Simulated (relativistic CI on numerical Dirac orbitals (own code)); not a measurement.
Co³⁺ in a cubic cluster: 2p photoemission with charge transfer

Computed with a charge-transfer multiplet model of a cubic metal-ligand cluster with up to 2 ligand holes, Slater and spin-orbit integrals from Dirac-Coulomb-Breit ions, Slater integrals scaled by 0.8. The ground state mixes d6 with configurations of k ligand holes L, whose averages lie at kΔ + k(k − 1)U_dd/2; a core hole lowers each added d electron by U_cd. 300 K, Lorentzian 0.6 eV and Gaussian 0.8 eV FWHM.

Atomic integrals in eV (Slater integrals scaled, ζ unscaled), ground: F2dd 10.085, F4dd 6.299, zeta_d 0.071; with the core hole: F2dd 11.456, F4dd 7.196, zeta_d 0.102, zeta_core 9.658, F2cd 6.863, G1cd 5.283, G3cd 3.006.

Cluster parameters (eV): U_dd = 7.8, U_cd = 9.5, 10Dq = 1.9, 10Dq(ligand) = 1.4, V(eg) = 2.95, V(t2g) = -1.41, final-state hopping factor = 0.8.

| Case | n_d | d6 | d7L | d8L2 | S |
| --- | --- | --- | --- | --- | --- |
| Δ = 1 eV | 6.72 | 0.38 | 0.53 | 0.10 | 0.01 |
| Δ = 3 eV | 6.57 | 0.49 | 0.45 | 0.06 | 0.02 |
| Δ = 4 eV | 6.51 | 0.54 | 0.41 | 0.05 | 0.02 |

Weights, n_d and S are thermal averages at 300 K. Binding energies count from the first peak over 30 % of the highest in each spectrum, which can be another peak from case to case. The parameters are a model scan and need not match a compound or its usual spin state. Peaks in eV (height, largest 100):
- Δ = 1 eV: 0.0 (100), 3.7 (13), 6.2 (7), 11.8 (13), 15.2 (49), 17.3 (13), 26.4 (8)
- Δ = 3 eV: 0.0 (100), 3.7 (12), 7.6 (7), 11.8 (13), 15.2 (49), 26.0 (8)
- Δ = 4 eV: 0.0 (100), 3.7 (12), 10.1 (12), 11.3 (12), 15.2 (49), 25.9 (8)

Curve for Δ = 4 eV (points under 2 left out, the grid thinned):

```csv
E (eV),Intensity
-2.8,2.1
-2.1,3.8
-1.5,7.8
-0.8,31.8
-0.1,98.2
0.5,60.5
1.2,14.9
1.9,8.5
2.5,10.1
3.2,11.4
3.9,11.7
4.5,9.1
5.2,6.5
5.9,4.4
6.5,4.0
7.2,5.5
7.9,8.1
8.5,8.7
9.2,9.5
9.9,12.1
10.5,11.9
11.2,11.9
11.8,11.6
12.5,9.8
13.2,7.1
13.8,8.4
14.5,22.5
15.2,48.6
15.8,27.7
16.5,13.7
17.2,12.3
17.8,8.1
18.5,5.8
19.2,3.8
19.8,2.7
22.4,2.4
23.1,3.8
23.7,4.1
24.4,4.4
25.1,6.1
25.7,7.6
26.4,7.1
27.1,5.0
27.7,3.2
28.4,2.0
```

For the case Δ = 3 eV, Δ = 3 eV is smaller than U_dd = 7.8 eV, the charge-transfer side of the Zaanen-Sawatzky-Allen scheme. With the core hole the configuration with one ligand hole lies at Δ − U_cd = -8.5, -6.5, -5.5 eV from the one without, in the order of the table; where this is negative the screened configuration lies lower, though the effective hopping of about 4.3 eV (from the holes of the mixed ground state) mixes the two strongly wherever it is as large as the gap.
